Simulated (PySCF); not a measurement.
CH₃N₂S, SMILES S=C([NH])N, multiplicity 2. Geometry optimised at PBE-D3(BJ)/def2-SVP. The isomer is the one that the SMILES or the coordinates give; other isomers of the formula were not compared. One conformer was computed; it need not be the lowest.

Computed equilibrium geometry at PBE-D3(BJ)/def2-SVP (PySCF confirms it by a frequency run) as Cartesian coordinates in Å (one conformer of several):
```xyz
7

N      0.9646    -0.9528     0.8026
C     -0.0597    -0.2938     0.3018
N     -1.3337    -0.6951     0.5502
S      0.2912     0.9771    -0.8191
H      1.8227    -0.3818     0.8302
H     -1.4613    -1.5670     1.0677
H     -2.0785    -0.3856    -0.0724
```
Charge 0, spin multiplicity 2.
